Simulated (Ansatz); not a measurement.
Relaxation of ClH$_{5}$OSn (8 atoms, charge 0, multiplicity 1), to a largest force component of 0.03 eV/Å in at most 50 steps.

All numbers below come from Ansatz, RKS PBE0/def2-SVP.

```xyz
8
Properties=species:S:1:pos:R:3
Sn -0.116 -0.179 -0.005
O -0.140 -0.098 1.962
H -1.003 -0.305 2.338
H 1.496 0.035 -0.491
Cl -1.430 1.587 -0.843
H -0.901 -1.613 -0.508
H 1.235 2.177 1.135
H 0.982 1.791 1.687
```

Task: Where does it end, and by what steps?

Result: It converged. The force dipped under the threshold on the way, but the program's further checks kept it going. After 23 steps the energy has fallen by 0.141 eV; H7 moved furthest, 1.68 Å.

```json
{"step": "0", "energy less start (eV)": "0.0000", "largest force component (eV/Å)": "1.343", "accepted": "yes"}
{"step": "1", "energy less start (eV)": "-0.0815", "largest force component (eV/Å)": "0.108", "accepted": "yes"}
{"step": "2", "energy less start (eV)": "-0.1040", "largest force component (eV/Å)": "0.179", "accepted": "yes"}
{"step": "3", "energy less start (eV)": "-0.1042", "largest force component (eV/Å)": "0.480", "accepted": "yes"}
{"step": "4", "energy less start (eV)": "-0.1128", "largest force component (eV/Å)": "0.281", "accepted": "yes"}
{"step": "5", "energy less start (eV)": "-0.1156", "largest force component (eV/Å)": "0.171", "accepted": "yes"}
{"step": "6", "energy less start (eV)": "-0.1212", "largest force component (eV/Å)": "0.203", "accepted": "yes"}
{"step": "7", "energy less start (eV)": "-0.1110", "largest force component (eV/Å)": "0.757", "accepted": "no"}
{"step": "8", "energy less start (eV)": "-0.1248", "largest force component (eV/Å)": "0.100", "accepted": "yes"}
{"step": "9", "energy less start (eV)": "-0.1279", "largest force component (eV/Å)": "0.124", "accepted": "yes"}
{"step": "10", "energy less start (eV)": "-0.1297", "largest force component (eV/Å)": "0.271", "accepted": "yes"}
{"step": "11", "energy less start (eV)": "-0.1308", "largest force component (eV/Å)": "0.274", "accepted": "yes"}
{"step": "12", "energy less start (eV)": "-0.1333", "largest force component (eV/Å)": "0.159", "accepted": "yes"}
{"step": "13", "energy less start (eV)": "-0.1348", "largest force component (eV/Å)": "0.080", "accepted": "yes"}
{"step": "14", "energy less start (eV)": "-0.1365", "largest force component (eV/Å)": "0.039", "accepted": "yes"}
{"step": "15", "energy less start (eV)": "-0.1364", "largest force component (eV/Å)": "0.309", "accepted": "no"}
{"step": "16", "energy less start (eV)": "-0.1381", "largest force component (eV/Å)": "0.087", "accepted": "yes"}
{"step": "17", "energy less start (eV)": "-0.1390", "largest force component (eV/Å)": "0.118", "accepted": "yes"}
{"step": "18", "energy less start (eV)": "-0.1393", "largest force component (eV/Å)": "0.134", "accepted": "yes"}
{"step": "19", "energy less start (eV)": "-0.1394", "largest force component (eV/Å)": "0.161", "accepted": "yes"}
{"step": "20", "energy less start (eV)": "-0.1401", "largest force component (eV/Å)": "0.090", "accepted": "yes"}
{"step": "21", "energy less start (eV)": "-0.1406", "largest force component (eV/Å)": "0.013", "accepted": "yes"}
{"step": "22", "energy less start (eV)": "-0.1407", "largest force component (eV/Å)": "0.008", "accepted": "yes"}
{"step": "23", "energy less start (eV)": "-0.1409", "largest force component (eV/Å)": "0.022", "accepted": "yes"}
```

```xyz
8
Properties=species:S:1:pos:R:3
Sn -0.330 -0.493 -0.360
O 0.046 0.251 1.437
H -0.745 0.360 1.978
H 1.140 -0.341 -1.200
Cl -1.942 0.892 -1.373
H -1.045 -2.041 -0.231
H 1.677 2.682 2.675
H 1.323 2.087 2.351
```

Time of the run: 26 s on 2 threads of Intel(R) Xeon(R) 6975P-C (Granite Rapids), on a shared host, peak memory 0.19 GiB.
